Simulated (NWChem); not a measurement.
System meant: BGeH4OF; SMILES O[B](F)[GeH3]

The following NWChem deck was run.

```
start job
memory heap 200 mb stack 900 mb global 1100 mb
geometry units angstroms noautoz
  B      0.051850     1.021042    -0.000731
  F     -1.080252     1.732159     0.001923
  Ge    -0.018195    -1.051671    -0.000290
  H     -0.714488    -1.567373     1.274156
  H     -0.831663    -1.568067    -1.202676
  H      1.388750    -1.669240    -0.065061
  O      1.226925     1.673178    -0.000864
  H      1.117106     2.634456     0.001588
end
basis spherical
  * library def2-svp
end
dft
  odft
  mult 2
  xc xpbe96 cpbe96
  iterations 150
  mulliken
end
task dft energy
```

End of the output:

```
                                 NWChem DFT Module
                                 -----------------

 Summary of "ao basis" -> "ao basis" (spherical)
 ------------------------------------------------------------------------------
       Tag                 Description            Shells   Functions and Types
 ---------------- ------------------------------  ------  ---------------------
 B                          def2-svp                 6       14   3s2p1d
 F                          def2-svp                 6       14   3s2p1d
 Ge                         def2-svp                12       32   5s4p3d
 H                          def2-svp                 3        5   2s1p
 O                          def2-svp                 6       14   3s2p1d

 Summary of "ao basis" -> "ao basis" (spherical)
 ------------------------------------------------------------------------------
       Tag                 Description            Shells   Functions and Types
 ---------------- ------------------------------  ------  ---------------------
 B                          def2-svp                 6       14   3s2p1d
 F                          def2-svp                 6       14   3s2p1d
 Ge                         def2-svp                12       32   5s4p3d
 H                          def2-svp                 3        5   2s1p
 O                          def2-svp                 6       14   3s2p1d

  number of electrons :                   58
  multiplicity        :                    2
 ------------------------------------------------------------------------
  no. of electrons and multiplicity not compatible                  58
 ------------------------------------------------------------------------
 ------------------------------------------------------------------------
  current input line :
    23: task dft energy
 ------------------------------------------------------------------------
 ------------------------------------------------------------------------
 There is an error in the input file
 ------------------------------------------------------------------------
 For more information see the NWChem manual at https://nwchemgit.github.io

0: no. of electrons and multiplicity not compatible:Received an Error in Communication
```

### Question
Find the fault in this run and fix the input.

### Answer
The program refused the input. Cause: the multiplicity doesn't fit the number of electrons (an even count wants an odd multiplicity, and the reverse). This input runs:
```
start job
memory heap 200 mb stack 900 mb global 1100 mb
geometry units angstroms noautoz
  B      0.051850     1.021042    -0.000731
  F     -1.080252     1.732159     0.001923
  Ge    -0.018195    -1.051671    -0.000290
  H     -0.714488    -1.567373     1.274156
  H     -0.831663    -1.568067    -1.202676
  H      1.388750    -1.669240    -0.065061
  O      1.226925     1.673178    -0.000864
  H      1.117106     2.634456     0.001588
end
basis spherical
  * library def2-svp
end
dft
  xc xpbe96 cpbe96
  iterations 150
  mulliken
end
task dft energy
```
It converges to -2278.47239 Ha (PBE/def2-SVP).
